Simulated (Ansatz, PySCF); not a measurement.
Caution: the restricted solution is unstable towards spin-unrestricted or complex orbitals, so a lower solution exists and this singlet may not be the ground state. This singlet lies 0.90 eV below the relaxed triplet at the level composite: frozen-core CCSD(T) with HF/cc-pVQZ and the correlation energy extrapolated as X^-3 from cc-pVTZ and cc-pVQZ, plus CCSDT(Q) minus CCSD(T) in cc-pVDZ // PBE0-D3(BJ)/def2-TZVP (Ansatz, an electronic-structure program).

Cartesian coordinates (Å):
```xyz
3

Cl     1.3949    -0.3278     0.0000
C     -0.0004     0.6573     0.0000
Cl    -1.3945    -0.3295     0.0000
```
Charge 0, spin multiplicity 1.

**Question.** What is the computed total energy, LUMO and HOMO (PBE0-D3(BJ)/def2-TZVP run with PySCF 2.14.0)?

**Answer.** 
The total energy comes out as -958.0896 Ha, the LUMO is -3.33 eV and the HOMO is -7.49 eV.
